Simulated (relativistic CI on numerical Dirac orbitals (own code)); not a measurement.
Level scheme of Cd⁺

Method of calculation: Dirac-Coulomb-Breit CI, separate exchange-only KLI orbitals for each configuration, model QED (radiative potential, 1s self-energy scaled to tabulated hydrogen-like ionisation energies), valence Slater integrals scaled by 0.85, configuration energies shifted to the measured levels that pair with them (semi-empirical) (own radial code, finite nucleus).

Configurations in the expansion (outside the closed core [Kr]): 4d10 5s, 4d10 5p, 4d9 5s2, 4d10 6s, 4d10 5d, 4d10 6p, 4d10 7s, 4d10 6d, 4d10 7p, 4d10 4f, 4d10 5g, 4d10 5f, 4d10 7d, 4d9 5s 4f, 4d10 6g, 4d9 5s 5p, 4d8 5s 5p2, 4d9 5p2. Levels of other configurations are missing.

The lowest level is 4d10 5s 2S_1/2, with 99 % of that term; Hund's rules for 4d10 5s give 2S with J = 1/2, in agreement.

| No. | Configuration | Term | J | E (cm⁻¹) | % | Landé g | jj configuration (%) |
| --- | --- | --- | --- | --- | --- | --- | --- |
| 1 | 4d10 5s | 2S | 1/2 | 0.0 | 99 | 2.002 | 5s (99) |
| 2 | 4d10 5p | 2P° | 1/2 | 44348.3 | 99 | 0.666 | 5p1/2 (99) |
| 3 | 4d10 5p | 2P° | 3/2 | 46406.3 | 99 | 1.334 | 5p3/2 (99) |
| 4 | 4d9 5s2 | 2D | 5/2 | 69347.3 | 96 | 1.200 | 4d5/2^5 (96) |
| 5 | 4d9 5s2 | 2D | 3/2 | 74805.3 | 96 | 0.799 | 4d3/2^3 4d5/2^6 (96) |
| 6 | 4d10 6s | 2S | 1/2 | 82990.7 | 100 | 2.002 | 6s (100) |
| 7 | 4d10 5d | 2D | 3/2 | 89705.3 | 100 | 0.800 | 5d3/2 (100) |
| 8 | 4d10 5d | 2D | 5/2 | 89827.7 | 100 | 1.200 | 5d5/2 (100) |
| 9 | 4d10 6p‡ | 2P° | 1/2 | 94460.1 | 99 | 0.666 | 6p1/2 (99) |
| 10 | 4d10 6p‡ | 2P° | 3/2 | 94985.3 | 99 | 1.334 | 6p3/2 (99) |
| 11 | 4d9 5s 5p‡ | 4P° | 5/2 | 103373.6 | 94 | 1.585 | 4d5/2^5 5s 5p1/2 (67) |
| 12 | 4d9 5s 5p‡ | 4P° | 3/2 | 106502.3 | 85 | 1.653 | 4d5/2^5 5s 5p3/2 (44) |
| 13 | 4d9 5s 5p‡ | 4F° | 7/2 | 106728.3 | 79 | 1.244 | 4d5/2^5 5s 5p1/2 (64) |
| 14 | 4d10 7s‡ | 2S | 1/2 | 106772.4 | 100 | 2.002 | 7s (100) |
| 15 | 4d9 5s 5p‡ | 4F° | 5/2 | 107225.3 | 62 | 0.998 | 4d5/2^5 5s 5p1/2 (68) |
| 16 | 4d9 5s 5p‡ | 4F° | 9/2 | 107309.7 | 100 | 1.334 | 4d5/2^5 5s 5p3/2 (100) |
| 17 | 4d10 4f‡ | 2F° | 7/2 | 107980.7 | 99 | 1.145 | 4f7/2 (99) |
| 18 | 4d10 4f‡ | 2F° | 5/2 | 108024.5 | 93 | 0.872 | 4f5/2 (93) |
| 19 | 4d9 5s 5p‡ | 4P° | 1/2 | 109250.5 | 89 | 2.424 | 4d3/2^3 4d5/2^6 5s 5p3/2 (56) |
| 20 | 4d10 6d‡ | 2D | 3/2 | 109605.3 | 100 | 0.800 | 6d3/2 (100) |
| 21 | 4d9 5s 5p‡ | 4F° | 3/2 | 109629.7 | 87 | 0.507 | 4d3/2^3 4d5/2^6 5s 5p1/2 (62) |
| 22 | 4d10 6d‡ | 2D | 5/2 | 109664.8 | 100 | 1.200 | 6d5/2 (100) |
| 23 | 4d9 5s 5p‡ | 4D° | 7/2 | 111411.5 | 85 | 1.391 | 4d5/2^5 5s 5p3/2 (94) |
| 24 | 4d10 7p‡ | 2P° | 1/2 | 111664.3 | 98 | 0.673 | 7p1/2 (98) |
| 25 | 4d10 7p‡ | 2P° | 3/2 | 111923.4 | 98 | 1.334 | 7p3/2 (98) |
| 26 | 4d9 5s 5p‡ | 4D° | 5/2 | 111939.4 | 51 | 1.184 | 4d5/2^5 5s 5p3/2 (72) |
| 27 | 4d9 5s 5p‡ | 2D° | 3/2 | 113345.6 | 44 | 0.957 | 4d5/2^5 5s 5p1/2 (28) |
| 28 | 4d9 5s 5p‡ | 2F° | 5/2 | 114004.6 | 41 | 1.035 | 4d3/2^3 4d5/2^6 5s 5p3/2 (45) |
| 29 | 4d9 5s 5p‡ | 4D° | 1/2 | 114797.9 | 65 | 0.423 | 4d3/2^3 4d5/2^6 5s 5p3/2 (50) |
| 30 | 4d9 5s 5p‡ | 2F° | 7/2 | 116350.7 | 78 | 1.173 | 4d3/2^3 4d5/2^6 5s 5p3/2 (91) |
| 31 | 4d9 5s 5p‡ | 2P° | 1/2 | 116541.5 | 68 | 0.480 | 4d3/2^3 4d5/2^6 5s 5p1/2 (43) |
| 32 | 4d9 5s 5p‡ | 2P° | 3/2 | 116643.8 | 80 | 1.303 | 4d3/2^3 4d5/2^6 5s 5p1/2 (64) |
| 33 | 4d9 5s 5p‡ | 2D° | 3/2 | 116982.0 | 49 | 1.045 | 4d3/2^3 4d5/2^6 5s 5p3/2 (63) |
| 34 | 4d9 5s 5p‡ | 2D° | 5/2 | 118355.2 | 75 | 1.239 | 4d3/2^3 4d5/2^6 5s 5p3/2 (71) |
| 35 | 4d10 7d‡ | 2D | 3/2 | 119151.7 | 100 | 0.800 | 7d3/2 (100) |
| 36 | 4d10 7d‡ | 2D | 5/2 | 119183.1 | 100 | 1.200 | 7d5/2 (100) |
| 37 | 4d10 5f‡ | 2F° | 7/2 | 119419.2 | 99 | 1.143 | 5f7/2 (99) |
| 38 | 4d10 5f‡ | 2F° | 5/2 | 119422.4 | 100 | 0.857 | 5f5/2 (100) |
| 39 | 4d10 5g‡ | 2G | 7/2 | 119423.7 | 100 | 0.889 | 5g7/2 (100) |
| 40 | 4d10 5g‡ | 2G | 9/2 | 119423.7 | 100 | 1.111 | 5g9/2 (100) |
| 41 | 4d10 6g‡ | 2G | 9/2 | 124788.7 | 100 | 1.111 | 6g9/2 (100) |
| 42 | 4d10 6g‡ | 2G | 7/2 | 124788.8 | 100 | 0.889 | 6g7/2 (100) |
| 43 | 4d9 5s 5p‡ | 2F° | 7/2 | 132386.4 | 100 | 1.143 | 4d5/2^5 5s 5p3/2 (73) |
| 44 | 4d9 5s 5p‡ | 2P° | 3/2 | 132655.7 | 94 | 1.313 | 4d5/2^5 5s 5p3/2 (71) |
| 45 | 4d9 5s 5p‡ | 2D° | 5/2 | 135457.5 | 62 | 1.069 | 4d5/2^5 5s 5p3/2 (57) |

Energies count from the lowest computed level; ° marks odd parity. Filled j subshells are mostly left out of the jj labels. ‡ marks configurations that were not tied to measured data.

The mean weight of the leading LS term, summed over parents, in these 45 levels is 88 %, and that of the leading jj configuration (from the same eigenvectors) 83 %.

Configurations whose levels could be paired with our table of measured levels were shifted onto them, all but the ground configuration, by the median error of their levels; single terms can still be off by 1,000 to 2,000 cm⁻¹ or more, and rates follow the energies as ν³ (E1, M1) or ν⁵ (E2). The others borrow a shift and can be off by several thousand cm⁻¹ or more. The fine structure of a lone outer electron comes out too small, for d and f at times inverted, and misplaced configurations move strength between like terms. 7 of the 7 excited levels that our extract of the measured tables holds in this range could be paired (the sources list more); they are missed by 91 cm⁻¹ on average and 212 at most, after the shifts were fitted to these levels, and levels without a partner can miss by more.

LS names give the leading component of a level, which can be under half, so a name can repeat, a term be missing and a line seem to break the LS rules.
